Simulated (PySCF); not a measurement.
`Fc1ccc(S)cc1`, C6H5FS

Molfile (atoms numbered from 1):
```
C6H5FS
     RDKit          3D

 13 13  0  0  0  0  0  0  0  0999 V2000
   -2.7665    0.7252    0.1694 F   0  0  0  0  0  0  0  0  0  0  0  0
   -1.4777    0.3887    0.1344 C   0  0  0  0  0  0  0  0  0  0  0  0
   -0.5115    1.3859    0.1264 C   0  0  0  0  0  0  0  0  0  0  0  0
    0.8346    1.0324    0.0881 C   0  0  0  0  0  0  0  0  0  0  0  0
    1.2165   -0.3139    0.0582 C   0  0  0  0  0  0  0  0  0  0  0  0
    2.9023   -0.8425    0.0067 S   0  0  0  0  0  0  0  0  0  0  0  0
    0.2228   -1.3018    0.0682 C   0  0  0  0  0  0  0  0  0  0  0  0
   -1.1235   -0.9545    0.1060 C   0  0  0  0  0  0  0  0  0  0  0  0
   -0.8205    2.4325    0.1500 H   0  0  0  0  0  0  0  0  0  0  0  0
    1.5921    1.8196    0.0812 H   0  0  0  0  0  0  0  0  0  0  0  0
    3.4523    0.3887    0.0196 H   0  0  0  0  0  0  0  0  0  0  0  0
    0.5041   -2.3574    0.0459 H   0  0  0  0  0  0  0  0  0  0  0  0
   -1.9053   -1.7162    0.1139 H   0  0  0  0  0  0  0  0  0  0  0  0
  1  2  1  0
  2  3  1  0
  3  4  2  0
  4  5  1  0
  5  6  1  0
  5  7  2  0
  7  8  1  0
  8  2  2  0
  3  9  1  0
  4 10  1  0
  6 11  1  0
  7 12  1  0
  8 13  1  0
M  END
```

The calculation used quadratic response CAM-B3LYP/aug-cc-pVDZ first hyperpolarisability, Taylor convention, gas phase (PySCF 2.14.0). Geometry: PBE0-D3(BJ)/def2-SVP.

Problem. Give the tensor of the second harmonic β(−2ω;ω,ω) at 1064 nm in the axes of these coordinates.

Solution. In au, Taylor convention; rows are the first index (the induced dipole):
|  | xx | yy | zz | xy | xz | yz |
| --- | --- | --- | --- | --- | --- | --- |
| x | +19.5 | -9.8 | -103.1 | +13.1 | -5.4 | +2.1 |
| y | +14.4 | -6.9 | +31.6 | -3.7 | +2.2 | -1.2 |
| z | -5.3 | -1.0 | +8.8 | +2.2 | -98.6 | +28.6 |

Norm of βᵢ = ⅓ Σⱼ (βᵢⱼⱼ + βⱼᵢⱼ + βⱼⱼᵢ): 93.7 au, hyper-Rayleigh value 62.9 au.
